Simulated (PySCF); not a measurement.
Geometries of 2 isomers of C4H5B, from PBE0-D3(BJ)/def2-SVP geometry optimisation, gas phase (PySCF 2.14.0). One conformer each, no zero-point energy, no frequencies.

Question: Which is lower in electronic energy at this level?
A.
```xyz
10
angstrom
C      2.354   -0.663    0.481
C      1.461    0.113    0.181
B      0.353    1.087   -0.191
C     -1.114    0.621   -0.352
C     -1.483   -0.663   -0.189
H      3.149   -1.338    0.744
H      0.651    2.248   -0.359
H     -1.890    1.350   -0.612
H     -0.745   -1.430    0.071
H     -2.520   -0.998   -0.305
```
B.
```xyz
10
angstrom
B      2.714    0.269   -0.230
C      1.214    0.271   -0.201
C     -0.014    0.268   -0.166
C     -1.432    0.289   -0.146
C     -2.174   -0.653    0.459
H      3.310    1.156   -0.794
H      3.332   -0.618    0.310
H     -1.927    1.126   -0.655
H     -1.708   -1.497    0.973
H     -3.266   -0.598    0.451
```

Answer: A. That is `C#CBC=C`, 3.2 kcal/mol below the other.

| SMILES | atoms numbered as above | E (Eh) | relative (kcal/mol) | relative (kJ/mol) | dipole (D) |
| --- | --- | --- | --- | --- | --- |
| C#CBC=C | [CH:1]#[C:2][BH:3][CH:4]=[CH2:5] | -179.82962 | 0.0 | 0.0 | 1.34 |
| BC#CC=C | [BH2:1][C:2]#[C:3][CH:4]=[CH2:5] | -179.82445 | 3.2 | 13.6 | 2.36 |
